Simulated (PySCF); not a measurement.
Species: C7H9O (doublet state).
Geometry (GFN2-xTB, Å), atoms numbered from 1 in this order:
```xyz
17
C7H9O angstrom
O      2.510    0.377    0.291
C      1.497    0.499   -0.677
C      0.143    0.062   -0.164
C     -0.085   -1.427    0.221
C     -1.509   -1.127   -0.167
C     -1.868    0.248    0.334
C     -0.605    0.816    0.958
C     -1.170    0.052   -1.001
H      2.534   -0.536    0.597
H      1.466    1.559   -0.943
H      1.748   -0.080   -1.580
H      0.112   -1.720    1.251
H      0.403   -2.109   -0.472
H     -2.879    0.577    0.499
H     -0.362    0.533    1.982
H     -0.541    1.898    0.853
H     -1.400    0.390   -1.991
```

The hyperfine couplings belong to this conformer and change with its torsions.

Identity: `OC[C@@]12C[C]3[C@@H](C1)[C@H]32` [radical].

Theory: UKS B3LYP, pcH-1 on C H O, non-relativistic, mean-field spin-orbit, GIAO (PySCF 2.14.0). The structure is a single GFN2-xTB conformer in the gas phase; no vibrational or solvent corrections. Couplings are sensitive to structure, and on GFN2-xTB geometries they can be far from those on DFT ones. The SCF solution wasn't tested for stability.

**Question.** Predict the first-order ENDOR lines of H14, H17, H13, H10, H15, H12 and H16 under fast tumbling at B = 1208.6 mT (Q band).

**Answer.** ν± = |νn ± a/2|, one line for each electron-spin manifold; νn = |g_N| × 7.62259 MHz/T × B.

```json
{"nuclei": "H14", "isotope": "1H", "g_N": "5.5857", "νn (MHz)": "51.46", "a_iso (MHz)": "24.52", "lower line (MHz)": "39.20", "upper line (MHz)": "63.72"}
{"nuclei": "H17", "isotope": "1H", "g_N": "5.5857", "νn (MHz)": "51.46", "a_iso (MHz)": "23.96", "lower line (MHz)": "39.48", "upper line (MHz)": "63.44"}
{"nuclei": "H13", "isotope": "1H", "g_N": "5.5857", "νn (MHz)": "51.46", "a_iso (MHz)": "14.49", "lower line (MHz)": "44.22", "upper line (MHz)": "58.70"}
{"nuclei": "H10", "isotope": "1H", "g_N": "5.5857", "νn (MHz)": "51.46", "a_iso (MHz)": "7.42", "lower line (MHz)": "47.75", "upper line (MHz)": "55.17"}
{"nuclei": "H15", "isotope": "1H", "g_N": "5.5857", "νn (MHz)": "51.46", "a_iso (MHz)": "5.85", "lower line (MHz)": "48.53", "upper line (MHz)": "54.39"}
{"nuclei": "H12", "isotope": "1H", "g_N": "5.5857", "νn (MHz)": "51.46", "a_iso (MHz)": "-3.80", "lower line (MHz)": "49.56", "upper line (MHz)": "53.36"}
{"nuclei": "H16", "isotope": "1H", "g_N": "5.5857", "νn (MHz)": "51.46", "a_iso (MHz)": "2.82", "lower line (MHz)": "50.05", "upper line (MHz)": "52.87"}
```

**Question.** Which pairs are centred on the nuclear Larmor frequency, and which on half the coupling?

**Answer.** Centred on νn, since |a| < 2νn: H14, H17, H13, H10, H15, H12 and H16. No pair has |a| > 2νn.

**Question.** At what field would the lower line of H13 fall to zero frequency?

**Answer.** Where νn = |a|/2, that is B = 7.24 MHz/(5.5857 × 7.62259 MHz/T) = 170 mT, as far as first order holds there.

The largest Mulliken spin population is on C5 (+0.85). The angles at C5 add up to 264.8°, so it is pyramidal.
